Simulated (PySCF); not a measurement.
Estimate the missing entries of this data sheet.

Compound: (HAlNH)3 ring, Al₃H₆N₃.
Bonds: Al1–N3, Al1–N9, N3–Al4, Al4–N6, N6–Al7, Al7–N9. Hydrogens: H2 on Al1; H10 on N3; H5 on Al4; H11 on N6; H8 on Al7; H12 on N9.

```csv
property,level,value
point group,PBE0-D3(BJ)/def2-SVP,?
"rotational constants A, B, C",PBE0-D3(BJ)/def2-SVP,"2.198, 2.196, 1.098 GHz"
dipole moment,CAM-B3LYP/def2-SVPD,0.00 D
HOMO energy,CAM-B3LYP/def2-SVPD,?
LUMO energy,CAM-B3LYP/def2-SVPD,?
lowest singlet excitation,TDDFT CAM-B3LYP/def2-SVPD,"6.00 eV (207 nm, f = 0.000 summed over 2 states within 0.01 eV)"
strongest line among the 15 lowest singlet transitions,TDDFT CAM-B3LYP/def2-SVPD,"S4/S5 at 6.64 eV (187 nm, f = 0.317 summed over these states)"
lowest triplet excitation (Tamm–Dancoff),TDA CAM-B3LYP/def2-SVPD,5.69 eV
static isotropic polarisability,CAM-B3LYP/def2-SVPD,95.4 au
electronic spatial extent ⟨r²⟩ about the centre of nuclear charge,CAM-B3LYP/def2-SVPD,?
1H chemical shifts (computed TMS as zero) by class,GIAO B3LYP/pcSseg-1 (pcSseg-2 on Al),?
"isotropic shieldings of nuclei other than C and H, by class",GIAO B3LYP/pcSseg-1 (pcSseg-2 on Al),"196 (N3/N6/N9), 374 (Al1/Al4/Al7) ppm"
core binding energies,"ΔSCF SCAN, pcX-2 on the ionised atom, pcseg-1 elsewhere, spin-free X2C","N1s 403.2 (N3/N6/N9), Al1s 1566.2 (Al1/Al4/Al7) eV"
```

Electronic properties: PySCF, gas phase, density fitting. The structure is a single PBE0-D3(BJ)/def2-SVP conformer in the gas phase; no vibrational or solvent corrections.

Q: The HOMO energy?

A: -8.76 eV.

Q: The LUMO energy?

A: 0.24 eV.

Q: The electronic spatial extent ⟨r²⟩ about the centre of nuclear charge?

A: 1034 bohr².

Q: The point group?

A: D3h.

Q: What are the 1H chemical shifts (computed TMS as zero) by class?

A: 4.55 (H2/H5/H8), 1.54 (H10/H11/H12) ppm.

The rotational constants are those of an oblate symmetric top; the small spread among constants that symmetry makes equal is optimisation noise. With B = h/(8π²I), that is 505.379 GHz u Å² over I, the principal moments of inertia are 230.0, 230.1 and 460.1 u Å² (most abundant isotopes). The polarisability is 14.14 Å³ as a volume (1 au = 0.148185 Å³), or 1.45 au for each of the 66 electrons.

For the core-ionisation job (SCAN ΔSCF), the run took 38 s on one thread of an AMD EPYC, on a shared host, and the process peaked at 0.52 GiB of memory.
